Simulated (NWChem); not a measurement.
BeHOBr; SMILES [Br][Be][OH]

```xyz
4

Be     0.0477     1.2081     0.0000
Br    -0.0839    -0.7586     0.0000
O      0.1980     2.6071     0.0000
H     -0.4333     3.3186     0.0000
```
Atoms are numbered in this order, from 1.

Results from NWChem. Pople sets run with spherical d functions. Structure relaxed at the PBE0-D3(BJ)/def2-TZVP level. Vzz is the largest principal value of the second derivative of the potential at the nucleus (NWChem prints the opposite sign); η is the asymmetry. Non-relativistic.

```
level                  Vzz Be1 (a.u.)  η Be1  Vzz Br2 (a.u.)  η Br2  Vzz O3 (a.u.)  η O3
---------------------  --------------  -----  --------------  -----  -------------  ----
B3LYP/6-31G*                   -0.156   0.18           2.539   0.05          1.329  0.08
B3LYP/def2-TZVP                -0.172   0.16           2.496   0.06          1.341  0.06
Hartree-Fock/def2-SVP          -0.151   0.15           2.234   0.06          1.417  0.07
Hartree-Fock/6-31G*            -0.170   0.15           2.276   0.04          1.397  0.09
```
